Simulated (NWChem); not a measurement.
# CHClGaNO (SMILES O=C=[N][GaH][Cl]): entropy by statistical mechanics

A singlet with charge 0, relaxed at B3LYP-D3(BJ)/6-31G*/LANL2DZ (core potential, spherical functions) (NWChem 7.3.0):

```xyz
6

O     0.7296    3.2334    0.0000
C     0.1540    2.2083    0.0000
N    -0.4952    1.1862    0.0000
Ga   -0.6666   -0.5983    0.0000
Cl    1.1607   -1.7501    0.0000
H    -2.0479   -1.3026    0.0000
```

Harmonic wavenumbers in cm⁻¹: 51, 90, 193, 389, 451, 474, 628, 628, 637, 1454, 2009, 2375.

Masses in u: O 15.999, C 12.011, N 14.007, Ga 69.723, Cl 35.45, H 1.008. Take T = 298.15 K, p = 1 bar, R = 8.3145 J/(mol K), kT/hc = 207.22 cm⁻¹, rigid rotor and harmonic oscillator.

Problem. Work out S° at 298 K.

Solution. 
1. Translation (Sackur–Tetrode): S = R[3/2 ln M + 5/2 ln T − 1.1517] with M = 148.198 gives 171.2 J/(mol K).
2. Rotation: principal moments 94.977, 380.317, 475.294 u Å² give A, B, C = 0.1775, 0.0443, 0.0355 cm⁻¹; the symmetry number is σ = 1; q = (√π/σ)√((kT/hc)³/ABC) = 316452; S = R(ln q + 3/2) = 117.8.
3. Vibration: with u = ν̃/207.22, each mode gives R[u/(eᵘ − 1) − ln(1 − e⁻ᵘ)]; the sum is 60.1, most from 51 cm⁻¹ (20.0), 90 cm⁻¹ (15.3), 193 cm⁻¹ (9.2).
4. Spin: R ln 1 = 0.0.
5. Sum: 171.2 + 117.8 + 60.1 + 0.0 = 349.1 J/(mol K).

No measured value is set beside it here. Where a soft mode is a torsion, a harmonic oscillator describes it poorly. One conformer is counted; others would raise S.
